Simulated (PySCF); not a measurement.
Geometry (Å), atoms numbered from 1 in this order:
```xyz
17

O     3.695   -0.567   -1.045
C     3.029    0.052   -0.289
F     3.634    0.908    0.583
C     1.567    0.045   -0.132
C     0.828   -0.792   -0.969
C    -0.548   -0.832   -0.865
C    -1.183   -0.030    0.076
C    -2.682   -0.089    0.210
F    -3.209    1.071    0.622
F    -3.292   -0.402   -0.941
F    -3.064   -1.019    1.105
C    -0.455    0.801    0.919
C     0.923    0.840    0.814
H     1.348   -1.400   -1.693
H    -1.131   -1.472   -1.509
H    -0.967    1.414    1.645
H     1.498    1.485    1.460
```

In vacuum, one computed conformer, fast rotation and ring inversion assumed for equivalent nuclei, non-relativistic Hamiltonian. PBE0/pcSseg-1 with gauge-including orbitals; geometry from GFN2-xTB; PySCF.

Scale: 13C, 1H vs TMS; 17O vs H2O; CFCl3 for 19F (reference shieldings calculated alike).

```json
{"atoms": "O1", "nucleus": "17O", "count": "1", "Hirshfeld charge": "-0.22", "δ (ppm)": "435.9"}
{"atoms": "C7", "nucleus": "13C", "count": "1", "Hirshfeld charge": "-0.02", "δ (ppm)": "144.2"}
{"atoms": "C2", "nucleus": "13C", "count": "1", "Hirshfeld charge": "0.23", "δ (ppm)": "164.8"}
{"atoms": "H14/H17", "nucleus": "1H", "count": "2", "Hirshfeld charge": "0.06", "δ (ppm)": "8.66"}
{"atoms": "C6/C12", "nucleus": "13C", "count": "2", "Hirshfeld charge": "-0.04", "δ (ppm)": "132.7"}
{"atoms": "H15/H16", "nucleus": "1H", "count": "2", "Hirshfeld charge": "0.06", "δ (ppm)": "8.22"}
{"atoms": "F3", "nucleus": "19F", "count": "1", "Hirshfeld charge": "-0.09", "δ (ppm)": "?"}
{"atoms": "F9/F10/F11", "nucleus": "19F", "count": "3", "Hirshfeld charge": "-0.09", "δ (ppm)": "-78.0"}
{"atoms": "C5/C13", "nucleus": "13C", "count": "2", "Hirshfeld charge": "-0.03", "δ (ppm)": "139.7"}
{"atoms": "C8", "nucleus": "13C", "count": "1", "Hirshfeld charge": "0.26", "δ (ppm)": "?"}
{"atoms": "C4", "nucleus": "13C", "count": "1", "Hirshfeld charge": "-0.01", "δ (ppm)": "?"}
```

Q: Estimate the values marked ?.

A: 
- C4: 133.0 ppm, substituted aromatic carbon
- C8: 132.9 ppm, CF3 carbon; 3 electronegative neighbours deshield it
- F3: 19.5 ppm, fluorine bonded to C

Shifts are as computed. Against solution values, carbons near 30 ppm lie about +3 ppm off and those near 130 ppm about +5 ppm. Of 1211 compounds with measured shifts, 218 miss one by over three times the rms of a fit or turn the order of signals round; such compounds aren't used in these exercises. Unscaled 19F shifts against computed CFCl3 carry errors that often reach 10 to 50 ppm. Unscaled 17O shifts of doubly bonded oxygen tend to come out too high, by tens of ppm or more. Experimental scales use liquid or dissolved standards, which lie at an offset from isolated H2O (liquid H2O: subtract about 36 ppm).
